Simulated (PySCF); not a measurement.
C2H9NOSi, SMILES O([Si@H](C)N)C.

Coordinates come from a PBE0-D3(BJ)/def2-SVP optimisation. The structure was generated by enumeration; whether it is a known compound was not checked. One conformer was computed; it need not be the lowest.

The numbers are results of CAM-B3LYP/def2-TZVP (PySCF), not measurements.

Gas-phase values at a fixed geometry.

```json
{
 "total_energy": "-501.18595 hartree",
 "highest_occupied_level": "-8.88 eV",
 "lowest_empty_level": "1.58 eV",
 "orbital_gap": "10.46 eV",
 "dipole_moment": "2.08 D",
 "quadrupole, principal values (traceless, Buckingham form, about the centre of nuclear charge)": "-3.22, -0.69, 3.90 D·Å",
 "mean_static_polarisability": "59.6 bohr³ (8.83 Å³)",
 "polarisability_principal_values": "56.1, 60.1, 62.7 bohr³"
}
```
